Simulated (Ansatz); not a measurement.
Kohn–Sham single points on `[F][Al]([F])[Cl]`.

```yaml
crystal:
  periodic: [false, false, false]
  atoms:
    - {symbol: F, position_ang: [1.012181, 0.706385, 1.143912]}
    - {symbol: Al, position_ang: [0.083310, -0.065913, 0.048476]}
    - {symbol: F, position_ang: [0.287096, -1.668899, -0.170916]}
    - {symbol: Cl, position_ang: [-1.327088, 0.968126, -1.041772]}
basis:
  gaussian: {orbitals: def2-TZVPP}
hamiltonian: {xc: pbe0, dispersion: d4}
output: {orbitals: {seedname: orbitals}}
```

```sh
$ ansatz run in.yaml --threads 2 --pin off --events-out ev --progress --plain --max-ram 20480MiB --backend cpu
```

It prints (some lines left out):

```
Functional definition: PBE0
937 factors; their error is unknown
mean field evaluation 1: about -24546.0673 eV, gradient 5.3e1 eV
mean field evaluation 2: about -24539.3823 eV, gradient 8.8e1 eV
mean field evaluation 4: about -24549.9880 eV, gradient 1.5e0 eV
mean field evaluation 8: about -24549.9940 eV, gradient 1.2e-2 eV
mean field -24550.05658730 eV, -902.1979389572 hartree, gradient 5.6e-5 eV, S^2 0.000000; 0 other end points of the search recorded, 0 dependent functions left out
reference -24550.05661490 eV, -902.1979399716 hartree; 24, 24 occupied and 122, 122 virtual orbitals, 937 factors
Total energy: -24550.12294083 eV, -902.2003774044 hartree
```

It took 1.2 s on 2 threads of a server CPU on a shared host, with 0.34 GiB of host memory at the peak.

With the line `hamiltonian: {xc: {name: LC-wPBE}}` (abridged; 1.3 s):

```
Functional definition: LC-wPBE
mean field evaluation 16: about -24553.8610 eV, gradient 6.4e-5 eV
mean field -24553.86100693 eV, -902.3377488000 hartree, gradient 6.4e-5 eV, S^2 0.000000
Total energy: -24553.86100694 eV, -902.3377488002 hartree
```

With the line `hamiltonian: {xc: {name: BLYP}, dispersion: d4}` (abridged; 0.86 s):

```
Functional definition: BLYP
mean field -24562.27446413 eV, -902.6469376493 hartree, gradient 4.9e-5 eV, S^2 0.000000
Total energy: -24562.44547499 eV, -902.6532221823 hartree
```

The same input with `hamiltonian: {xc: hse06, dispersion: d4}` (abridged; 1.3 s):

```
Functional definition: HSE06
mean field -24549.47141235 eV, -902.1764341744 hartree, gradient 4.8e-5 eV, S^2 0.000000
Total energy: -24549.53395210 eV, -902.1787324678 hartree
```

Changing it to `hamiltonian: {xc: {name: B2PLYP}}` (abridged; 2.2 s):

```
Functional definition: B2PLYP
mean field evaluation 16: about -24546.5979 eV, gradient 5.0e-5 eV
mean field -24546.59787594 eV, -902.0708336592 hartree, gradient 3.0e-6 eV, S^2 0.000000
12 core orbitals not correlated: weight in the atoms' cores, before any rotation towards them, 1.000 or more for the frozen orbitals, at most 0.000 for the correlated occupied ones
second order -24.57149000 eV of doubles, -0.00000000 eV of singles
Total energy: -24553.23231625 eV, -902.3146448434 hartree
```

The same input with `hamiltonian: {xc: lda}` (abridged; 0.56 s):

```
Functional definition: SPW92
mean field -24459.02501994 eV, -898.8525905601 hartree, gradient 5.0e-5 eV, S^2 0.000000
Total energy: -24459.02505533 eV, -898.8525918607 hartree
```

HSE06 is the plane-wave form, built on full-range PBE exchange.
